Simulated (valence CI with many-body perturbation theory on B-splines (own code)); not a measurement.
Nd XXVIII in brief

Calculated by relativistic CI+MBPT: five valence electrons over a frozen Dirac-Fock core [Ar] 3d10, radial functions for each j: 9 s, 9 p, 8 d, 6 f, 3 g, 1 h, with the one-electron correlation potential Σ1 (screened to all orders), the two-electron term Σ2, the three-electron term Σ3, Breit, model QED; selected single and double excitations, second order for the rest (own B-spline code, finite nucleus).

No measured spectrum was set against this ion. As an estimate, large intervals hold to a few tenths of a per cent, small ones and those within an open d or f shell to about a per cent. Among the levels kept, up to 270 cm⁻¹ of a level comes from second order outside the variational space, and about a tenth of that is noise between levels of different J, which matters for small intervals.

Levels are named by their leading jj configuration (3d3/2^4 stands for four electrons in 3d with j = 3/2), which in mixed levels can hold well under half, so a name can repeat and another be missing.

Rates and lifetimes use the calculated energies. Strong lines usually hold to 10 to 20 %, long lifetimes can be off by a factor of two.

What is the ground level?

(4s^2 4p1/2^2 4p3/2) J=3/2, composition 42 % 4s²4p³ ²P° + 33 % 4s²4p³ ⁴S° + 24 % 4s²4p³ ²D°, g = 1.426.

How well does LS coupling describe the low levels?

Among the lowest 20 levels the leading LS term, summed over configurations, holds 55 % on average. For single configurations the figures are 50 % in LS and 80 % in jj coupling. Terms mix most in the J = 5/2 level at 934940 cm⁻¹, where the leading one holds 30 %.

Among levels below 1629600 cm⁻¹, which E1 lines absorb most strongly from the ground level?

to (4s^2 4p1/2 4p3/2 4d3/2) J=5/2 at 8.428 nm, f = 0.500; to (4s^2 4p1/2 4p3/2 4d5/2) J=5/2 at 8.690 nm, f = 0.332; to (4s^2 4p1/2 4p3/2 4d5/2) J=3/2 at 8.627 nm, f = 0.328.

Where does the other parity begin?

At (4s 4p1/2^2 4p3/2^2) J=5/2, 717310 cm⁻¹.

What are the static dipole polarisabilities of the lowest levels?

(4s^2 4p1/2^2 4p3/2) J=3/2 0.115 (tensor 0.0072); (4s^2 4p1/2 4p3/2^2) J=3/2 0.123 (tensor 0.0022); (4s^2 4p1/2 4p3/2^2) J=5/2 0.123; (4s^2 4p1/2 4p3/2^2) J=1/2 0.122 bohr³, of which the core gives 0.00640.
